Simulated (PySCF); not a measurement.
Si(H)(Cl)(OH)2 (ClH3O2Si), SMILES O[SiH](O)Cl. Atoms are numbered in the order given.

```xyz
7

Si     0.1562    -0.2814     0.4843
O     -0.8558    -1.5637     0.3402
O     -0.5697     0.8837     1.3990
Cl     0.5849     0.5741    -1.3551
H      1.4136    -0.8020     1.0510
H     -1.7709    -1.3781     0.1066
H     -0.3687     1.7998     1.1866
```
Charge 0, spin multiplicity 1.

Geometry optimised at PBE0-D3(BJ)/def2-SVP. One conformer was computed; it need not be the lowest.

All values below come from PySCF with PBE0/pcSseg-1.

GIAO shieldings, no solvent; atoms listed in one row are averaged. δ = σ(ref) − σ: ²⁹Si against TMS (σ = 352.7 ppm); ¹⁷O against H2O (σ = 334.2 ppm); ³⁵Cl against HCl (σ = 945.9 ppm); ¹H against TMS (σ = 31.56 ppm), references at their B3LYP-D3(BJ)/def2-TZVP geometries, non-relativistic (without spin–orbit terms, shifts of atoms bonded to Cl or Br come out too high).

```json
[
 {"nucleus": "²⁹Si", "atoms": "Si1", "count": "1", "δ (ppm)": "-27.9"},
 {"nucleus": "¹⁷O", "atoms": "O3", "count": "1", "δ (ppm)": "76.4"},
 {"nucleus": "¹⁷O", "atoms": "O2", "count": "1", "δ (ppm)": "71.2"},
 {"nucleus": "³⁵Cl", "atoms": "Cl4", "count": "1", "δ (ppm)": "91.6"},
 {"nucleus": "¹H", "atoms": "H5", "count": "1", "δ (ppm)": "5.28"},
 {"nucleus": "¹H", "atoms": "H6", "count": "1", "δ (ppm)": "2.64"},
 {"nucleus": "¹H", "atoms": "H7", "count": "1", "δ (ppm)": "2.21"}
]
```
